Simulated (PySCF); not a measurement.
Be(OH)(OSiH3) (BeH4O2Si), SMILES [Be]([O][SiH3])[OH].

Geometry optimised at B3LYP-D3(BJ)/def2-SVP. The geometry has at least one imaginary mode, so it is a saddle point at that level. Other conformers were not sampled.

Computed with ωB97X/def2-TZVPD run with PySCF.

Isolated molecule, no solvent.

- total energy = -457.29035 hartree
- highest occupied level = -11.05 eV
- lowest empty level = 1.06 eV
- orbital gap = 12.11 eV
- dipole moment = 1.44 D
- quadrupole, principal values (traceless, Buckingham form, about the centre of nuclear charge) = -2.88, -2.87, 5.75 D·Å
- mean static polarisability = 48.1 bohr³ (7.13 Å³)
- polarisability, principal values = 43.6, 43.6, 57.0 bohr³
